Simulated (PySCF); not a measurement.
# Functional dependence of a UV spectrum

Species: CH2BrF.
InChI=1S/CH2BrF/c2-1-3/h1H2

Linear-response calculations in the def2-SVPD basis (PySCF; singlets by full response, triplets Tamm–Dancoff, core orbitals frozen in the response; HF means time-dependent Hartree–Fock). 'Strongest' is the level of largest summed f among the singlets computed (10 roots, of which the last may lack a degenerate partner); it can jump between rows when another state enters that window. S1 is the lowest singlet of each run and needn't be the same state throughout; f(S1) is that of one state. Geometry: PBE0-D3(BJ)/def2-SVP; no solvent, vibrations or thermal averaging. Relativistic effects, spin–orbit coupling among them, are left out although an element past zinc is present.

```
functional                               kind  S1 (eV)  f(S1)  strongest (eV)  T1 (eV)  HOMO (eV)  gap (eV)  ionisation energy, ΔSCF (eV)
       LDA                                LDA     5.85  0.001            7.49     5.30      -7.12      5.51                         10.90
       PBE                                GGA     5.87  0.001            7.42     5.26      -7.00      5.57                         10.71
     B3LYP  global hybrid, 20% exact exchange     6.06  0.001            8.38     5.44      -8.08      7.31                         10.99
      PBE0  global hybrid, 25% exact exchange     6.22  0.001            8.63     5.53      -8.33      7.86                         10.96
 BHandHLYP  global hybrid, 50% exact exchange     6.42  0.000            9.00     5.73      -9.52      9.89                         10.99
   wB97X-D             range-separated hybrid     6.28  0.000            8.88     5.64     -10.24     11.50                         11.02
   LC-wPBE             range-separated hybrid     6.38  0.000            9.13     5.64     -11.12     12.71                         11.10
        HF                       Hartree–Fock     6.97  0.000            9.60     6.13     -11.39     13.52                   not settled
```

Q: What does CAM-B3LYP (range-separated hybrid) give?

A: S1 (eV) 6.18, f(S1) 0.000, strongest (eV) 8.72, T1 (eV) 5.52, HOMO (eV) -9.71, gap (eV) 10.17, ionisation energy, ΔSCF (eV) 11.07. S1 runs from 5.85 eV (LDA) to 6.97 eV (HF), a spread of 1.12 eV, while the orbital gap spreads over 8.0 eV. Along PBE (0%), B3LYP (20%), PBE0 (25%), BHandHLYP (50%), HF (100%) S1 rises with the share of exact exchange. −ε(HOMO) comes closest to its own ΔSCF ionisation energy with LC-wPBE (+0.02 eV) and misses most with LDA (-3.78 eV). 'Not settled' means that the ion's SCF failed to converge or may have ended in another state than the lowest.
